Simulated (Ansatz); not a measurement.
CH$_{2}$GaNZn, SMILES `[CH]1=[N][GaH][Zn]1`. Total charge 0; spin multiplicity 1.

```tsv
atom	x (Å)	y (Å)	z (Å)
C1	0.9817	0.5087	-0.6552
N2	-0.1864	0.7133	-0.3034
Ga3	-1.0819	-0.6869	0.7894
Zn4	1.2892	-1.3842	0.2249
H5	1.5797	1.2018	-1.2576
H6	-2.5824	-0.3526	1.2019
```

**Question.** List the harmonic frequencies (cm⁻¹, unscaled) at PBE0-D4/def2-TZVP in Ansatz. (An estimate is asked.)

**Answer.** Computed: 172, 201, 263, 360, 406, 496, 555, 791, 1073, 1680, 1866, 3049.

**Question.** Is this a minimum?

**Answer.** Yes, all 12 modes are real.

**Question.** Give the ideal-gas thermochemistry at 298.15 K and 1 bar (rigid rotor, harmonic oscillator; point group Cs, symmetry number 1).

**Answer.** Zero-point energy 65.3 kJ/mol; H(298) − E = 82.6 kJ/mol; entropy 327.1 J/(mol·K), of which translation 172.4, rotation 113.9, vibration 40.8; G(298) − E = -15.0 kJ/mol.

**Question.** And at 400, 500, 600, 800 and 1000 K?

**Answer.** 
```
T (K)  H − E (kJ/mol)  S (J/mol/K)  G − E (kJ/mol)
  400            91.5        352.8           -49.6
  500           101.0        374.1           -86.0
  600           111.2        392.5          -124.4
  800           132.7        423.4          -206.1
 1000           155.5        448.8          -293.4
```
